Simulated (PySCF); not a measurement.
Species: C₅H₁₁B.
SMILES: `C[C@@H]1BCCC1`

Computed with PySCF at wB97X-D/def2-SVPD, non-relativistic, on one gas-phase PBE0-D3(BJ)/def2-SVP geometry that isn't relaxed in the solvent. The solvent is an IEF-PCM continuum (Bondi radii, 1.10 Å for H, scaled by 1.2), and excitations are vertical TDDFT with non-equilibrium linear response and a frozen core. Only the electrostatic response of the medium enters.

Gas-phase singlets (H = HOMO, L = LUMO):

```tsv
state	E (eV)	λ (nm)	f	leading configurations
S1	5.748	216	0.001	H→L 94%
S2	6.352	195	0.004	H-1→L 78%, H-2→L 17%
S3	7.490	166	0.022	H-2→L 78%, H-1→L 15%
S4	7.738	160	0.029	H-3→L 88%
S5	7.947	156	0.010	H→L+1 83%
```

Question: How does the list change in chloroform (ε = 4.711)?

Answer: 
| state | E (eV) | λ (nm) | f | leading configurations | change by rank (eV) |
| --- | --- | --- | --- | --- | --- |
| S1 | 5.733 | 216 | 0.001 | H→L 94% | -0.015 |
| S2 | 6.367 | 195 | 0.006 | H-1→L 72%, H-2→L 23% | +0.015 |
| S3 | 7.449 | 166 | 0.033 | H-2→L 73%, H-1→L 22% | -0.041 |
| S4 | 7.713 | 161 | 0.037 | H-3→L 89% | -0.025 |
| S5 | 7.935 | 156 | 0.010 | H-4→L 91% | -0.012 |

Question: How do the frontier levels move from gas to chloroform?

Answer: 
| orbital | gas (eV) | solvent (eV) | change (eV) |
| --- | --- | --- | --- |
| LUMO+2 | 2.91 | 3.00 | +0.09 |
| LUMO+1 | 2.11 | 2.20 | +0.09 |
| LUMO | 1.25 | 1.34 | +0.09 |
| HOMO | -9.82 | -9.73 | +0.09 |
| HOMO-1 | -10.51 | -10.42 | +0.09 |
| HOMO-2 | -10.84 | -10.74 | +0.10 |
| HOMO-3 | -11.10 | -10.99 | +0.11 |

The HOMO–LUMO gap goes from 11.07 to 11.07 eV.

The run took 57 s of wall time on one thread, Arm Neoverse N1 (aarch64), on a shared host, and the process peaked at 1.0 GiB of memory. This is the whole response run at wB97X-D/def2-SVPD in chloroform, SCF included.
